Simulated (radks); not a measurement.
Q: Tl XVIII, configuration [Kr] 4d10 4f14 5s2 5p2. Calculated with a radial shooting solver on a logarithmic mesh with Libxc functionals: scalar-relativistic Kohn-Sham, BLYP, spin-polarised, spherical densities, finite nucleus; open shells are filled with parallel spins first (spin-orbit coupling, left out, can overturn this in heavy ions); Fermi nuclear charge, rms radius 5.4759 fm. Some entries of the table are withheld. Estimate them.

orbital,occ.,eigenvalue (eV),r(max) (bohr),<r^2> (bohr^2)
1s up,1,-85970.01,0.01003,0.0003690
1s down,1,-85969.60,0.01003,0.0003690
2s up,1,-15617.54,0.05814,0.005604
2s down,1,-15617.32,0.05814,0.005604
2p up,3,-13491.46,0.04831,0.004752
2p down,3,-13491.13,0.04832,0.004752
3s up,1,-4006.981,0.1639,0.03604
3s down,1,-4006.728,0.1639,0.03604
3p up,3,-3394.575,0.1637,0.03722
3p down,3,-3394.287,0.1637,0.03722
3d up,5,-2759.445,0.1333,0.03081
3d down,5,-2759.160,0.1333,0.03081
4s up,1,-1174.408,0.3683,0.1720
4s down,1,-1173.899,0.3684,0.1720
4p up,3,-972.8193,0.3881,0.1962
4p down,3,-972.2633,0.3881,0.1960
4d up,5,-736.2252,0.3939,0.2187
4d down,5,-735.5546,0.3939,0.2181
4f up,7,-473.5724,0.3543,0.2413
4f down,7,-472.7012,0.3542,0.2395
5s up,1,-467.1587,0.7786,0.7312
5s down,1,-463.4784,0.7765,0.7294
5p up,2,-402.4517,0.8481,0.8703
5p down,0,-398.5660,0.8462,0.8715
5d up,0,-322.3794,(1),1.096
5d down,0,-318.6745,(2),1.107
6s up,0,-254.1812,1.445,2.256
6s down,0,-253.2830,1.454,2.286

A: 
(1) 5d up r(max) (bohr): 0.9445
(2) 5d down r(max) (bohr): 0.9445
